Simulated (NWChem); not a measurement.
System: SiOH cation, singlet; SMILES [OH+]=[Si]

```xyz
3

O      0.0000     0.0000    -0.9067
Si     0.0000     0.0000     0.6521
H      0.0000     0.0000    -1.8754
```
Atoms are numbered in this order, from 1.

Results from NWChem. Medium grid unless said otherwise, to which SCAN and Minnesota functionals are sensitive. Low-valent species are run as closed-shell singlets; no triplet was tried in these runs. Coordinates come from a PBE0/def2-SVP optimisation. Total energies of different functionals are on different scales.

```json
[
 {"level": "B3LYP/def2-TZVP", "energy (Ha)": "-365.1014", "highest occupied level (eV)": "-16.60", "orbital gap (eV)": "7.67"},
 {"level": "PBE/def2-TZVP", "energy (Ha)": "-364.8528", "highest occupied level (eV)": "-15.59", "orbital gap (eV)": "5.96"},
 {"level": "LDA (Slater exchange, VWN5)/def2-TZVP", "energy (Ha)": "-363.3896", "highest occupied level (eV)": "-15.66", "orbital gap (eV)": "[?]"},
 {"level": "MPW1K/def2-TZVP", "energy (Ha)": "-365.0515", "highest occupied level (eV)": "-17.67", "orbital gap (eV)": "9.59"},
 {"level": "B97-2/def2-TZVP", "energy (Ha)": "-365.0642", "highest occupied level (eV)": "-16.54", "orbital gap (eV)": "7.77"},
 {"level": "B3PW91/def2-TZVP", "energy (Ha)": "-365.0131", "highest occupied level (eV)": "-16.62", "orbital gap (eV)": "7.68"},
 {"level": "r2SCAN/def2-TZVP", "energy (Ha)": "-365.0086", "highest occupied level (eV)": "-15.81", "orbital gap (eV)": "6.33"}
]
```

Task: Fill in the missing entries.

Result: 
- LDA (Slater exchange, VWN5)/def2-TZVP, orbital gap (eV): 5.89
